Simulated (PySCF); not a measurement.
Orbital picture of LiSn⁺

r²SCAN at R = 3.019 Å; PySCF, scalar-relativistic core potentials, basis sets Li def2-SVP, Sn def2-SVP with ECP28. State: ³Π (triplet), unpaired electrons σ ↑, π ↑. Only the outer orbitals are listed, counted within each symmetry, core potentials removing the inner ones.

```json
{"spin": "α", "orbital": "1δ", "occ.": "1", "ε (eV)": "-31.50", "on Li (%)": "0", "main shells (%)": "100 Sn d"}
{"spin": "α", "orbital": "2π", "occ.": "1", "ε (eV)": "-31.45", "on Li (%)": "0", "main shells (%)": "100 Sn d"}
{"spin": "α", "orbital": "1δ", "occ.": "1", "ε (eV)": "-31.38", "on Li (%)": "0", "main shells (%)": "100 Sn d"}
{"spin": "α", "orbital": "4σ", "occ.": "1", "ε (eV)": "-31.17", "on Li (%)": "0", "main shells (%)": "100 Sn d"}
{"spin": "α", "orbital": "2π", "occ.": "1", "ε (eV)": "-31.17", "on Li (%)": "0", "main shells (%)": "100 Sn d"}
{"spin": "α", "orbital": "5σ", "occ.": "1", "ε (eV)": "-16.41", "on Li (%)": "2", "main shells (%)": "97 Sn s"}
{"spin": "α", "orbital": "6σ", "occ.": "1", "ε (eV)": "-9.96", "on Li (%)": "22", "main shells (%)": "76 Sn p, 13 Li s, 8 Li p"}
{"spin": "α", "orbital": "3π", "occ.": "1", "ε (eV)": "-9.04", "on Li (%)": "3", "main shells (%)": "97 Sn p"}
{"spin": "α", "orbital": "3π", "occ.": "0", "ε (eV)": "-8.54", "on Li (%)": "4", "main shells (%)": "96 Sn p"}
{"spin": "α", "orbital": "7σ", "occ.": "0", "ε (eV)": "-5.41", "on Li (%)": "92", "main shells (%)": "93 Li s, 9 Sn p"}
{"spin": "α", "orbital": "4π", "occ.": "0", "ε (eV)": "-4.26", "on Li (%)": "93", "main shells (%)": "93 Li p"}
{"spin": "β", "orbital": "1δ", "occ.": "1", "ε (eV)": "-31.41", "on Li (%)": "0", "main shells (%)": "100 Sn d"}
{"spin": "β", "orbital": "2π", "occ.": "1", "ε (eV)": "-31.34", "on Li (%)": "0", "main shells (%)": "100 Sn d"}
{"spin": "β", "orbital": "1δ", "occ.": "1", "ε (eV)": "-31.24", "on Li (%)": "0", "main shells (%)": "100 Sn d"}
{"spin": "β", "orbital": "2π", "occ.": "1", "ε (eV)": "-30.95", "on Li (%)": "0", "main shells (%)": "100 Sn d"}
{"spin": "β", "orbital": "4σ", "occ.": "1", "ε (eV)": "-30.95", "on Li (%)": "0", "main shells (%)": "100 Sn d"}
{"spin": "β", "orbital": "5σ", "occ.": "1", "ε (eV)": "-14.94", "on Li (%)": "2", "main shells (%)": "98 Sn s"}
{"spin": "β", "orbital": "3π", "occ.": "0", "ε (eV)": "-7.67", "on Li (%)": "2", "main shells (%)": "98 Sn p"}
{"spin": "β", "orbital": "6σ", "occ.": "0", "ε (eV)": "-7.50", "on Li (%)": "16", "main shells (%)": "81 Sn p, 10 Li s"}
{"spin": "β", "orbital": "3π", "occ.": "0", "ε (eV)": "-6.56", "on Li (%)": "3", "main shells (%)": "96 Sn p"}
```

Task: Which are the highest filled and the lowest empty level, where do they sit, and how wide is the gap?

Result: Highest filled α 3π at -9.04 eV (in %: 97 Sn p); lowest empty α 3π at -8.54 eV (in %: 96 Sn p); the gap at r²SCAN is 0.50 eV. Both belong to one degenerate shell, split only by its one-sided filling, so this is no excitation gap.

The bond order (Mayer) is 0.45. The ⟨S²⟩ is 2.005, the charge on Li (Mulliken, basis-dependent) is 0.71 and the charge on Li (Löwdin, basis-dependent) is 0.60. The dipole moment (positive dipole points towards Sn; it is taken about the centre of mass and depends on that origin) is -9.78 D.

Spin–orbit coupling is left out. The state is the lowest determinant that a PBE0 search found; another state may lie lower at other levels.
